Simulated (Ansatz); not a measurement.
Input file for Ansatz (a first-principles code): R-PBE/def2-TZVPPD on ClH5Si (a complex), monomers drawn apart or pushed together. Files ending in .json are basis or fitting sets from the Basis Set Exchange.

Ansatz 0.2 input:
```yaml
crystal:
  periodic: [false, false, false]
  atoms:
    - {symbol: Cl, position_ang: [-0.06853986, -0.33803311, -0.32481316]}
    - {symbol: H, position_ang: [-0.67544480, -1.32229006, 0.22906320]}
    - {symbol: Si, position_ang: [0.06141638, 0.36588420, 4.90234792]}
    - {symbol: H, position_ang: [0.87731262, 1.47540972, 4.36548158]}
    - {symbol: H, position_ang: [-1.31958988, 0.45694671, 4.37736533]}
    - {symbol: H, position_ang: [0.02620987, 0.44350257, 6.38111738]}
    - {symbol: H, position_ang: [0.65103737, -0.93102723, 4.49899267]}
basis:
  gaussian:
    orbitals: def2-TZVPPD.json
hamiltonian:
  xc: {name: PBE}
scf: {lower_state_search: off}
```

What total energy does the run end on?

-752.3510 hartree.
